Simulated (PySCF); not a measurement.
1-chloroethenyl(methyl)silane (C3H7ClSi), SMILES [SiH2](C(Cl)=C)C.

The structure is a stationary point at B3LYP-D3(BJ)/def2-SVP. The values are those of a single conformer.

Two levels are set side by side: PBE/def2-TZVP (PySCF) and ωB97X/def2-TZVP (PySCF). Same geometry, gas phase. Differences are taken from unrounded values.

```tsv
quantity	ωB97X
orbital gap (eV)	11.36
highest occupied level (eV)	-9.90
lowest empty level (eV)	1.46
dipole moment (D)	1.42
mean polarisability (bohr³)	74.4
```

What does PBE give, and how far is it from ωB97X? (An estimate is asked for; the answer gives what the named calculation found.)


```csv
quantity,PBE,PBE minus ωB97X
orbital gap (eV),4.74,-6.62
highest occupied level (eV),-6.41,3.50
lowest empty level (eV),-1.66,-3.12
dipole moment (D),1.25,-0.18
mean polarisability (bohr³),77.8,3.4
```

Without exact exchange PBE keeps part of each electron's self-repulsion, which lifts occupied levels and narrows the gap. Loosely held outer electrons make PBE densities more polarisable. Differences between two approximate levels are no errors against the true value.

Rough cost on one machine, each run with all the roots and properties that it gave: ωB97X against PBE within a factor of 2.
